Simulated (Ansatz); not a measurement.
An input meant for the cluster Ga₇⁻ (charge -1, triplet).

```yaml
crystal:
  periodic: [false, false, false]
  atoms:
    - {symbol: Ga, position_ang: [0.419807, -1.049481, -2.173116]}
    - {symbol: Ga, position_ang: [0.841821, -1.723096, 2.473531]}
    - {symbol: Ga, position_ang: [0.265498, 0.049595, 0.192942]}
    - {symbol: Ga, position_ang: [0.048691, -3.589061, 0.339040]}
    - {symbol: Ga, position_ang: [1.872710, -2.082102, -0.261343]}
    - {symbol: Ga, position_ang: [-1.558755, -1.455776, 0.797110]}
    - {symbol: Ga, position_ang: [-1.430273, -2.573179, -1.560863]}
basis:
  gaussian: {orbitals: ANO-RCC-VTZP}
total_charge: -1
magnetization: {spin_polarized: true, initial_magnetization: 2}
hamiltonian: {xc: {name: PBE0}, dispersion: rvv10}
scf: {omitted_lower_state_checks: [starts]}
output: {forces: true}
```

```sh
$ ansatz run in.yaml --threads 4 --pin off --events-out ev --progress --plain --max-ram 4787MiB
```

Q: Predict how Ansatz answers.

A: The program refused the input. The program holds no damping parameters for this pairing of functional and dispersion term, so they'd have to be typed.
```
Error: inconsistent input (hamiltonian.dispersion, hamiltonian.xc): `dispersion: rvv10` has no transferable b for PBE exchange — Sabatini et al. (2013) fitted b=6.3 to rPW86, and the PBE refits of Peng & Perdew (2017) are task-dependent (b=6.6 S22 / b=10.0 layered). Use `xc: {exchange: rpw86, correlation: pbe}` for the original rVV10 or `xc: r2scan` for the r²SCAN+rVV10 pairing
```
